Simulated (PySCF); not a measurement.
C₃H₄O₂Si, SMILES [SiH2]1OC(=O)C=C1. Atoms are numbered in the order given.

```xyz
10

O      0.3814    -2.2812     0.0000
C      0.1230    -1.1149     0.0000
C     -1.2585    -0.5286     0.0000
C     -1.3406     0.8110     0.0000
Si     0.4224     1.4264     0.0000
O      1.0749    -0.1460     0.0000
H     -2.0997    -1.2275     0.0000
H     -2.2931     1.3456     0.0000
H      0.8424     2.1625    -1.2215
H      0.8424     2.1625     1.2215
```

Geometry: PBE0-D3(BJ)/def2-SVP. The structure was generated by enumeration, and PubChem lists no compound with its InChIKey, so it may never have been made.

Computed with PBE/def2-TZVP in PySCF.

The molecule is in vacuum.

| Item | Value |
|---|---|
| total energy | -556.36078 hartree |
| point group | Cs |
| highest occupied level | -6.55 eV |
| lowest empty level | -2.90 eV |
| orbital gap | 3.65 eV |
| dipole moment | 4.21 D |
| quadrupole, principal values (traceless, Buckingham form, about the centre of nuclear charge) | -6.04, 0.83, 5.21 D·Å |
| mean static polarisability | 63.7 bohr³ (9.44 Å³) |
| polarisability, principal values | 44.6, 60.4, 86.1 bohr³ |
